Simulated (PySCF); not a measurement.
# Core binding energy against partial charge

C7H7FO.
SMILES with atom numbers: `[CH3:1][O:2][c:3]1[cH:4][cH:5][c:6]([F:7])[cH:8][cH:9]1`

Structure used (PBE0-D3(BJ)/def2-SVP), in Å, numbered top down from 1:
```
atom  x, y, z in Å
C1     2.9028    0.4232    0.2267
O2     1.9265   -0.4002   -0.3425
C3     0.6271   -0.1361   -0.0877
C4    -0.3067   -0.9960   -0.6836
C5    -1.6665   -0.8076   -0.4836
C6    -2.0989    0.2459    0.3174
F7    -3.4079    0.4257    0.5090
C8    -1.1930    1.1064    0.9156
C9     0.1761    0.9175    0.7145
H10    2.8666    0.4039    1.3308
H11    2.8073    1.4708   -0.1113
H12    3.8749    0.0339   -0.1014
H13    0.0648   -1.8121   -1.3056
H14   -2.4041   -1.4692   -0.9413
H15   -1.5616    1.9235    1.5385
H16    0.8787    1.6018    1.1903
```

Binding energies: PySCF 2.14.0, delta-SCF UKS SCAN, pcX-2 on the ionised atom, pcseg-1 elsewhere, spin-free X2C. Charges: PBE0/pcSseg-1 ground-state density, for the ionised atom.

```json
{"atom": "C4", "environment": "aromatic CH carbon", "C 1s (eV)": "290.26", "Mulliken (e)": "-0.092", "IAO (e)": "-0.172", "Hirshfeld (e)": "-0.063", "ESP (e)": "-0.375"}
{"atom": "C5", "environment": "aromatic CH carbon", "C 1s (eV)": "290.46", "Mulliken (e)": "-0.148", "IAO (e)": "-0.183", "Hirshfeld (e)": "-0.065", "ESP (e)": "-0.174"}
{"atom": "C3", "environment": "aromatic carbon bearing oxygen", "C 1s (eV)": "291.95", "Mulliken (e)": "+0.226", "IAO (e)": "+0.193", "Hirshfeld (e)": "+0.068", "ESP (e)": "+0.447"}
{"atom": "C6", "environment": "aromatic C–F carbon", "C 1s (eV)": "292.28", "Mulliken (e)": "+0.323", "IAO (e)": "+0.273", "Hirshfeld (e)": "+0.072", "ESP (e)": "+0.271"}
{"atom": "C1", "environment": "methoxy carbon", "C 1s (eV)": "292.61", "Mulliken (e)": "-0.051", "IAO (e)": "-0.201", "Hirshfeld (e)": "-0.030", "ESP (e)": "-0.045"}
```

**Question.** How well does each charge scheme correlate with the binding energies over these sites?

**Answer.** ESP: r = 0.70, slope 2.3 eV per e; Hirshfeld: r = 0.67, slope 10.6 eV per e; Mulliken: r = 0.62, slope 3.2 eV per e; IAO: r = 0.48, slope 2.3 eV per e. On 5 points no scheme stands out.

**Question.** The point-charge model writes a binding energy as kq + V + constant, with V the potential of the other atoms' charges at the site. What does it give with the Hirshfeld charges?

**Answer.** V = Σ 14.40 eV Å × q/r over all other atoms: +0.52 eV at C4, +0.56 eV at C5, -1.62 eV at C3, -1.70 eV at C6, +0.88 eV at C1. Fitting binding energy − V to q gives k = 28.2 eV per e and leaves an rms residual of 0.37 eV, against 0.71 eV for the fit on q alone. The model has no term for differences in relaxation between sites.

One conformer (not necessarily the lowest) at the PBE0-D3(BJ)/def2-SVP geometry, without solvent, vibrations or thermal averaging.
